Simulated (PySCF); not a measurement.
Radial density of Pr⁺ (praseodymium, charge +1)

UHF, [Xe] 4f4, one real determinant (an excited configuration). Calculation: PySCF 2.14, in cc-pVTZ-X2C; the spin-free X2C one-electron Hamiltonian (Gaussian nucleus).

```
r (bohr)  4πr²ρ (e/bohr)  4πr²(ρα − ρβ)
  0.0273           69.35         0.0014
  0.0459           78.84         0.0025
  0.0772           102.1        -0.0037
   0.130           75.34         0.0040
   0.218           88.27         0.2728
   0.367           37.02         1.4694
   0.618           38.71         3.1152
    1.04           13.85         2.7371
    1.75           6.618         1.0117
    2.94           1.079         0.1546
    4.94         0.03360         0.0193
    8.32        0.001109         0.0011
```

Densities and radii are taken from the X2C orbitals without a picture-change correction, which distorts them close to the nucleus.

⟨L²⟩ = 34.03 against 42 for a pure I term, so this real determinant mixes terms. Spin-orbit coupling, absent here, splits the open shell strongly.

(1) Where is the radial spin density 4πr²(ρα − ρβ) most negative, and why is it negative at all?

## Answers

(1) Around r = 0.0772 bohr, down to -0.0037 e/bohr: exchange with the open shell polarises the paired shells in an unrestricted calculation.
